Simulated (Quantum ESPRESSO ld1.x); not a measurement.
Species: Zr3+. Configuration: [Kr] 4d1. Method: Dirac Kohn-Sham, PBEsol, spin-unpolarised, spherical densities, point nucleus; open shells fill j = l - 1/2 first; computed with ld1.x of Quantum ESPRESSO 7.5.

Spin-orbit splittings of the eigenvalues, e(l+1/2) - e(l-1/2), with zeta = 2 splitting/(2l+1) and mean radii in bohr:

shell  occ.  splitting (eV)  zeta (eV)  <r> j=l-1/2  <r> j=l+1/2
2p        6           85.77      57.18       0.1387       0.1431
3p        6               ?          ?       0.4551       0.4656
3d       10           2.499     0.9995       0.4504       0.4539
4p        6           1.851      1.234        1.322        1.350
4d        1          0.1889    0.07556        1.823        1.834

Estimate the 3p splitting.

Answer. 13.67 eV (zeta = 9.112 eV).
